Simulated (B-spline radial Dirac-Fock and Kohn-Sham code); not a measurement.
Run log: Co³⁺

ΔSCF core binding energies without Breit or QED terms, calculated with a radial B-spline solver.

Input (task.json):

```json
{"items": [{"Z": 27, "q": 3, "cfg": [[1, 0, 2], [2, 0, 2], [2, 1, 6], [3, 0, 2], [3, 1, 6], [3, 2, 6]], "A": 59, "rrms": 3.7875, "do": "settings", "holes": ["K", "L3", "M5"],
  "settings": [{"rel": "dirac", "method": "hf", "nuc": "fermi", "radius_factor": 1.0, "rmax": 45.0, "h": 0.3, "order": 8, "points": 10, "c_factor": 1.0, "maxit": 60, "damp": 0.5, "ndamp": 3, "tol": 1e-06}]}]}
```

Command: `python xray2_run.py task.json out`

Ground-state iterations:

```
iter   energy (Ha)        error
   1    -1375.33045499  1.01e+00
   2    -1384.78010541  6.54e-01
   3    -1389.53019385  1.82e-01
   4    -1389.93588948  3.85e-02
   5    -1389.94884841  2.48e-02
   6    -1389.95679372  2.01e-03
   7    -1389.95681612  2.55e-04
   8    -1389.95681646  4.02e-05
   9    -1389.95681647  2.59e-06
```

The ground state converged in 9 iterations, with total energy -1389.95682 Ha, virial ratio 1.98456 and highest orbital energy -55.75 eV. ΔSCF binding energies: K (1s) 7779.0 eV, L3 (2p3/2) 838.8 eV. Holes are computed only in closed shells, and unreliable hole states are left out.
